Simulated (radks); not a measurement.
Fractional charge and spin in the 5p shell of thulium: the spin-up occupation runs from 2 to 3 and the spin-down occupation from 2 to 3; the fullest corner is Tm, [Kr] 4d10 4f(up 6.5, down 6.5) 5s2 6s2 5p(up 3, down 3). Calculated with a radial shooting solver on a logarithmic mesh with Libxc functionals: scalar-relativistic Kohn-Sham, r2SCAN, spin-polarised, spherical densities, finite nucleus; meta-GGA in the generalised Kohn-Sham scheme; Fermi nuclear charge, rms radius of each element as measured or else 0.836 A^(1/3) + 0.57 fm. Energy (eV) above the fullest corner. The planes named below are the two flat planes that join the four corners, with an edge along up + down = one added electron.

down \ up       2    2.25     2.5    2.75       3
2          78.748  66.193  54.394  43.341  33.023
2.25       66.193  54.490  43.527  33.292  23.770
2.5        54.394  43.527  33.381  23.943  15.196
2.75       43.341  33.292  23.943  15.279   7.281
3          33.023  23.770  15.196   7.281   0.000

Corners above the fullest one (they belong to Tm+ and the next ion): (up 3, down 2) 33.023 eV, (up 2, down 3) 33.023 eV, (up 2, down 2) 78.748 eV. With half an added electron in each spin the energy lies 0.358 eV from the planes, and with half an added electron in spin up alone -1.491 eV. The planes are only a guide here: the flat-plane condition holds for ground states with one frontier orbital, while this shell lies below other occupied shells, so the corners above the fullest one are inner-hole states and not the ground states of those ions.
